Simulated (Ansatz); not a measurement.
Total energies of C$_{2}$H$_{3}$F$_{2}$Si (`C=C[Si](F)F`) radical.

```xyz
8

C     0.3815   -1.0684    0.6574
C     0.6526    0.0989    0.0770
Si   -0.6762    1.3153   -0.3312
F    -2.0849    0.5662   -0.2750
F    -0.4886    1.8526   -1.8220
H    -0.6366   -1.3771    0.8736
H     1.1660   -1.7682    0.9309
H     1.6862    0.3807   -0.1107
```

Charge 0, multiplicity 2. The geometry is a stationary point of PBE0-D4/def2-TZVP. It is one conformer, not always the lowest. Basis def2-TZVPP, Ansatz 0.2.0.

RPA on PBE orbitals: Hartree–Fock energy of these orbitals -565.44175 Eh, correlation -1.43672 Eh (frozen core).

```json
{"functional": "LDA (SPW92)", "energy without D4 (Eh)": "-564.23173", "D4 term (kJ/mol)": "–"}
{"functional": "PBE", "energy without D4 (Eh)": "-566.94397", "D4 term (kJ/mol)": "-15.7"}
{"functional": "revPBE", "energy without D4 (Eh)": "-567.23259", "D4 term (kJ/mol)": "-49.4"}
{"functional": "BLYP", "energy without D4 (Eh)": "-567.34110", "D4 term (kJ/mol)": "-35.1"}
{"functional": "r2SCAN", "energy without D4 (Eh)": "-567.23668", "D4 term (kJ/mol)": "-3.7"}
{"functional": "B97M-V", "energy without D4 (Eh)": "-567.24233", "D4 term (kJ/mol)": "–"}
{"functional": "r2SCAN0", "energy without D4 (Eh)": "-567.19708", "D4 term (kJ/mol)": "-4.4"}
{"functional": "HSE06 (plane-wave form)", "energy without D4 (Eh)": "-566.95947", "D4 term (kJ/mol)": "-12.2"}
{"functional": "CAM-B3LYP", "energy without D4 (Eh)": "-567.30889", "D4 term (kJ/mol)": "-13.3"}
{"functional": "LC-ωPBE", "energy without D4 (Eh)": "-567.12890", "D4 term (kJ/mol)": "–"}
{"functional": "ωB97X-V", "energy without D4 (Eh)": "-567.24628", "D4 term (kJ/mol)": "–"}
{"functional": "ωB97M-V", "energy without D4 (Eh)": "-567.28443", "D4 term (kJ/mol)": "–"}
{"functional": "B2PLYP", "energy without D4 (Eh)": "-567.09655", "D4 term (kJ/mol)": "–"}
{"functional": "PBE-QIDH", "energy without D4 (Eh)": "-566.85795", "D4 term (kJ/mol)": "–"}
```

Question: Give the same for PBE0, B3LYP, r2SCANh, BHLYP. (Estimate.)

Answer: Computed: 
| functional | energy without D4 (Eh) | D4 term (kJ/mol) |
| --- | --- | --- |
| PBE0 | -566.97841 | -13.1 |
| B3LYP | -567.41251 | -25.5 |
| r2SCANh | -567.22035 | -3.9 |
| BHLYP | -567.27217 | -19.2 |

B3LYP takes the VWN-RPA correlation (the form of Gaussian; ORCA's B3LYP/G). HSE06 is the plane-wave form, built on full-range PBE exchange. The double hybrids freeze the cores in their second-order part.

LC-ωPBE has ω = 0.4 bohr⁻¹.
